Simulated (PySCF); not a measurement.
Bond length, frequency and bond energy of NaSn⁺ by level of theory

State: ³Π (triplet), unpaired electrons σ ↑, π ↑. Set-up: PySCF, spin-free X2C with a Gaussian nucleus, basis sets Na x2c-SVPall, Sn x2c-SVPall. De refers to Na⁺ + Sn in their high-spin ground configurations, without counterpoise correction. The functionals are run spin-unrestricted. A positive dipole points towards Sn; it is taken about the centre of mass and depends on that origin.

```tsv
Level	Re (Å)	ωe (cm⁻¹)	De (eV)	μ (D)	CPU s a point (SCF and correlation, without the integrals)
UHF	3.475	104	0.52	-10.81	0.13
UHF-MP2	3.448	108	0.54	n/a	0.22
UHF-SCS-MP2	3.453	108	0.54	n/a	n/a
UHF-CCSD	3.453	108	0.54	n/a	n/a
UHF-CCSD(T)	3.450	108	0.54	n/a	2.8
PBE	3.411	105	0.69	-9.56	0.63
PW91	3.399	106	0.72	-9.53	0.52
TPSS	3.426	104	0.66	-9.88	0.95
r²SCAN	3.416	106	0.53	-10.23	0.86
PBE0	3.390	108	0.63	-9.89	1.1
MN15	3.384	108	0.65	-10.40	0.92
```

Problem. Which functional lies closest to UHF-CCSD(T) in De, which farthest, and by how much do they differ from it?

Solution. Closest is r²SCAN (-3.4 pm in Re, -1.9 % in ωe, -0.01 eV in De against UHF-CCSD(T) in the same basis), farthest PW91 (-5.1 pm in Re, -1.9 % in ωe, +0.18 eV in De). CCSD(T) converges more slowly with the basis than the functionals do and binds too weakly in this one, so the order can change at the basis-set limit.

Problem. What does a quarter of exact exchange do here, going from PBE to PBE0?

Solution. PBE0 less PBE: -2.1 pm in Re, +2.9 % in ωe, -0.06 eV in De. Exact exchange removes part of the self-interaction that spreads semilocal densities, and in most molecules shortens and stiffens the bond and lowers De; so it does here.

Problem. What does second-order correlation do here, going from UHF to UHF-MP2?

Solution. UHF-MP2 less UHF: -2.7 pm in Re, +3.8 % in ωe, +0.02 eV in De. Correlation nearly always deepens the well. The bond shortens, as in weak, metallic or heavy-atom bonds, where dispersion and the correlation of outer-core electrons pull the atoms together.

Correlated steps freeze 19 core orbitals. Correlated levels converge slowly with the basis: in double zeta they bind strong bonds too weakly, by up to about 1 eV, and carry superposition errors of some tenths. These are scalar-relativistic numbers at best; spin–orbit coupling would shift them, the dissociation energy most. For an ion De counts to the pair picked by the measured ionisation energies or electron affinities, which need not be the lowest pair at this level. The state was picked by a PBE0 search and need not be the measured ground state.

The whole job (state search and all levels along the bond) took about 2.2 min on 1 thread of Arm Neoverse V1 (shared host), peak memory 0.63 GiB.
